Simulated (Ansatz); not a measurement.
Ideal-gas functions of Cl2H2S2Si, SMILES `S[Si](S)(Cl)Cl` at 500 K and 1 bar, from an Ansatz frequency run at PBE0-D4/def2-TZVP.

Molar mass 165.14 g/mol, point group C2 (symmetry number 2), electronic degeneracy 1, moments of inertia 380.573, 392.942, 417.467 u Å². Harmonic wavenumbers (cm⁻¹, unscaled): 121, 130, 169, 196, 201, 209, 220, 398, 573, 583, 584, 733, 801, 2709, 2710.

Use S(trans) = R[1.5 ln M + 2.5 ln T − 1.1517]; rotational temperatures θ = 24.2544 K / I; S(rot) = R[ln(√π/σ · √(T³/θAθBθC)) + 1.5]; for each mode x = 1.438777 ν̃/T, S = R[x/(eˣ − 1) − ln(1 − e⁻ˣ)] and H = RT x/(eˣ − 1); 1 cm⁻¹ = 0.0119627 kJ/mol; R = 8.31446 J/(mol·K).

Problem. By hand: the entropy, in J/(mol·K).

Solution. Translation 183.3. Rotation: θ = 0.0637, 0.0617, 0.0581 K, giving 123.8. Vibration, mode by mode: 17.13, 16.54, 14.39, 13.19, 12.98, 12.67, 12.25, 7.63, 5.04, 4.92, 4.91, 3.50, 3.00, 0.03, 0.03, in all 128.2. Electronic 0.0. Sum 435.3 J/(mol·K).

Problem. By hand: H − E and G − E in kJ/mol, counted from the electronic energy.

Solution. Zero-point energy ½ × 10337 × 0.0119627 = 61.8; thermal vibration 31.7; translation, rotation and pV give 4 RT = 16.6. H − E = 110.1 kJ/mol, and G − E = 110.1 − 500 × 435.3/1000 = -107.6 kJ/mol.

Vibration gives 29 % of the entropy, 33.7 J/(mol·K) of it from the modes under 150 cm⁻¹: soft modes count most, and the harmonic formula is weakest for them. The sum counts one conformer and one mirror image; others add a mixing term.
